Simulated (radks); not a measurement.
Values are calculated unless marked as measured or tabulated.
Q: These are the eigenvalues of the occupied orbitals of an atom or ion with whole-number occupations (Ry). Level of theory: non-relativistic Kohn-Sham, AM05, spin-polarised, spherical densities, point nucleus (a radial shooting solver on a logarithmic mesh with Libxc functionals).

orbital  eigenvalue
1s up     -471.7985
1s down   -471.7983
2s up     -58.20963
2s down   -58.07353
2p up     -50.55282
2p down   -50.45067
3s up     -10.42676
3s down   -10.14605
3p up      -8.20647
3p down    -7.92852
3d up      -4.59683

Which element is it, and in what charge state? The configuration may be excited. Open shells, if any, are filled with parallel spins first.

A: Z = 25, manganese, charge +4: Mn4+ in [Ar] 3d3. The list shows which subshells hold electrons but not how many an open one holds; the 1s level, -235.9 hartree, gives Z - s = 21.7 by -(Z - s)^2/2, which with screening narrows Z to a few neighbours, and the depths of the outer levels then fix element, charge and occupations together.
